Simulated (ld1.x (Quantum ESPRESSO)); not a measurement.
## Which change was made? (Pb, TM semilocal)

- Element: Pb (Z = 82)
- Generator: ld1.x (Quantum ESPRESSO) 7.5
- Type: norm-conserving Troullier–Martins (semilocal form)
- Functional: PBEsol
- Relativity: scalar-relativistic
- Frozen core: [Xe] 4f14
- Valence charge: 14
- Reference configuration: 5d10 6s2 6p2
- Partial waves: 6p (bound): rc 2.75 bohr; 5d (bound): rc 1.35 bohr; 5f channel at 0.3 Ry: rc 2.25 bohr; 6s (bound): rc 1.80 bohr
- Local potential: the s channel
- Core correction: a·sin(br)/r model core inside 1.15 bohr

Cutoffs, loose and tight: the cutoffs (Ry, on a coarse ladder) from which the occupation-weighted sum of valence levels, in a spherical-Bessel basis at the reference potential, stays within 10 and 1 mRy of its value at 400 Ry. They do not see the model core or the augmentation charge, which bear on the density cutoff. Test errors are all-electron minus pseudo excitation energies from the reference, over the configurations 5d10 6s2 6p1; 5d10 6s2 6p0; 5d10 6s1 6p0; 5d10 6s1 6p3; 5d10 6s0 6p4; 5d9 6s2 6p3; 5d10 6s0 6p0; variants that change the core or the reference have their own tests.

The base gives: outcome: generated; cutoff, loose: 70 Ry; cutoff, tight: 100 Ry; bound ghosts: none; largest test error (meV): -117.

Question: After one change the result is: outcome: generated; cutoff, loose: 90 Ry; cutoff, tight: 140 Ry; bound ghosts: none; largest test error (meV): -88. Which change was it?
A. all radii but the core radius scaled by about 1.25 (s 2.26, p 3.44, d 1.70, f 2.82 bohr)
B. all radii but the core radius scaled by about 0.87 (s 1.56, p 2.38, d 1.18, f 1.96 bohr)
C. all radii but the core radius scaled by about 0.79 (s 1.42, p 2.16, d 1.06, f 1.76 bohr)

Answer: B. The others give: all radii but the core radius scaled by about 0.79 (s 1.42, p 2.16, d 1.06, f 1.76 bohr) → outcome: generated; cutoff, loose: 110 Ry; cutoff, tight: 200 Ry; bound ghosts: none; largest test error (meV): -103 | all radii but the core radius scaled by about 1.25 (s 2.26, p 3.44, d 1.70, f 2.82 bohr) → outcome: generated; cutoff, loose: 55 Ry; cutoff, tight: 90 Ry; bound ghosts: none; largest test error (meV): -225.
